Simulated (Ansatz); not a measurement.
ClFH2NOV (`[NH2][V](=[O])([F])[Cl]`), relaxed with RKS PBE0-D4/def2-TZVP in Ansatz 0.2.0 from a PBE-D4/def2-SVP geometry. The force threshold is 0.005 eV/Å; the program also tests the step.

Charge 0, multiplicity 1.

Start:

```xyz
7

N     0.237   -1.061   -0.261
V    -0.244    0.647    0.096
O    -0.504    1.277   -1.311
F    -1.678    0.672    1.071
Cl    1.391    1.667    1.112
H     0.347   -1.472   -1.194
H     0.450   -1.732    0.488
```

**Question.** By how much does the energy fall, and how many steps does the optimiser take? (Best estimate.)

**Answer.** Computed: 0.03 eV, in 4 steps.

**Question.** Which bonds change most? (Estimate.)

**Answer.** The calculation gave: V2–Cl5 from 2.179 to 2.160 Å; V2–O3 from 1.563 to 1.545 Å; N1–H6 from 1.025 to 1.009 Å; N1–H7 from 1.028 to 1.012 Å.

**Question.** Give the relaxed structure. (Estimate.)

**Answer.** Computed: 
```xyz
7

N     0.237   -1.056   -0.261
V    -0.243    0.639    0.090
O    -0.492    1.262   -1.301
F    -1.668    0.671    1.075
Cl    1.376    1.652    1.099
H     0.350   -1.453   -1.181
H     0.442   -1.716    0.479
```
